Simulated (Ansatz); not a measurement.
Stretching the B1–Cl2 bond in BCl (multiplicity 1 held). Energies count from the point at 1.722 Å.


Restricted levels (R-, RO-) in cc, def2 and unpolarised 6-31G sets keep to the state of the molecule at rest. Active spaces are followed from rest. Curves can end on different states.

Correlated levels freeze the cores.

Programs: Ansatz (Gaussian orbitals). Values without a source in brackets are computed.

Energies in kcal/mol.

```
R (Å)  R-HF/cc-pV(D+d)Z  R-CCSDT(Q)/cc-pV(D+d)Z  CASSCF(10,8)/cc-pV(D+d)Z  SC-NEVPT2 on CASSCF(10,8)/cc-pV(D+d)Z  FIC-NEVPT4(SD) on CASSCF(10,8)/cc-pV(D+d)Z  FIC-MRCISD+Q on CASSCF(10,8)/cc-pV(D+d)Z
-----  ----------------  ----------------------  ------------------------  -------------------------------------  ------------------------------------------  ----------------------------------------
1.377              65.2                    67.8                      63.1                                   72.9                                        71.8                                      69.4
1.549              12.2                    13.3                      13.4                                   12.9                                        13.0                                      13.0
1.722               0.0                     0.0                       0.0                                    0.0                                         0.0                                       0.0
1.894               5.2                     4.5                       3.9                                    4.5                                         4.6                                       4.6
2.066              17.0                    15.9                      14.6                                   15.8                                        16.0                                      16.0
2.324              37.7                    36.1                      33.8                                   36.1                                        36.3                                      36.3
2.582              57.5                    55.4                      52.5                                   55.6                                        55.7                                      55.7
3.013              85.5                    80.6                      78.2                                   82.6                                        82.0                                      81.9
3.443             107.4                    95.6                      95.1                                  101.3                                        99.5                                      99.2
3.960             127.3                   104.5                     104.0                                  112.5                                       109.9                                     109.4
4.648             145.5                   106.3                     106.8                                  115.7                                       113.2                                     112.7
5.509             159.1                   105.0                     107.3                                  116.4                                       113.8                                     113.3
6.886             170.3                   106.4                     107.5                                  116.5                                       113.9                                     113.4
```

Doubts at one or more of the structures used: a restricted determinant that unrestricted orbitals would lower (R-HF/cc-pV(D+d)Z, R-CCSDT(Q)/cc-pV(D+d)Z); T1 above 0.05 (R-CCSDT(Q)/cc-pV(D+d)Z); other coupled-cluster roots lie near (R-CCSDT(Q)/cc-pV(D+d)Z).

Ansatz is a program for electronic structure.
